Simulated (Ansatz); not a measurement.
CH6ClSbSi, SMILES `C[SiH](Cl)[SbH2]`. Charge 0, multiplicity 1. Sb: def2 effective core potential. All single points use the PBE0-D4/def2-TZVP geometry.

```xyz
10

C    -0.379   -1.188   -0.588
Si    0.562   -0.185    0.667
Cl    2.590   -0.448    0.337
Sb    0.106    2.345    0.584
H    -0.109   -2.244   -0.512
H    -1.453   -1.085   -0.414
H    -0.159   -0.842   -1.600
H     0.292   -0.681    2.042
H    -1.578    2.037    0.608
H     0.128    2.291   -1.124
```

Problem. What is the dipole moment at ωB97M-V/def2-TZVPP? (An estimate is asked.)

Solution. Ansatz gave: 1.54 D, with components (-1.51, -0.23, -0.21) D in this frame, pointing from negative to positive charge.

Problem. And with PBE, r2SCAN, B3LYP? (Best estimate.)

Solution. The calculation gave: PBE 1.49 D, r2SCAN 1.59 D, B3LYP 1.50 D.

Problem. Give the Mulliken charges with ωB97M-V, B3LYP, r2SCAN in def2-TZVPP. (Estimate.)

Solution. Computed: 
```tsv
atom	ωB97M-V	B3LYP	r2SCAN
C1	-0.42	-0.36	-0.29
Si2	0.29	0.34	0.36
Cl3	-0.23	-0.27	-0.27
Sb4	0.13	0.24	0.22
H5	0.13	0.11	0.09
H6	0.12	0.11	0.08
H7	0.13	0.11	0.09
H8	-0.03	-0.08	-0.09
H9	-0.07	-0.11	-0.10
H10	-0.06	-0.10	-0.09
```

B3LYP here is the variant with VWN-RPA as its local correlation; programs differ in this.
